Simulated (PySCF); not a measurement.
CBrF2, SMILES F[C](F)Br (connectivity only; charge and spin as stated), charge +1, multiplicity 1. Atoms are numbered in the order given.

```xyz
4

F      0.0000     1.0600    -1.5258
C      0.0000     0.0000    -0.8576
F      0.0000    -1.0600    -1.5258
Br     0.0000     0.0000     0.9317
```
Charge +1, spin multiplicity 1.

Coordinates come from a B3LYP-D3(BJ)/def2-SVP optimisation. The multiplicity is an assumed one; other spin states were not compared. The isomer is the one that the SMILES or the coordinates give; other isomers of the formula were not compared.

Calculation: HF/def2-TZVPD (PySCF).

Gas-phase values at a fixed geometry.

Computed frontier levels, gap, dipole moment and polarisability:
```yaml
highest_occupied_level: -19.56 eV
lowest_empty_level: -5.77 eV
orbital_gap: 13.79 eV
dipole_moment_about_the_centre_of_nuclear_charge: 0.65 D
mean_static_polarisability: 28.3 bohr³ (4.19 Å³)
polarisability_principal_values: 21.6, 25.7, 37.4 bohr³
```
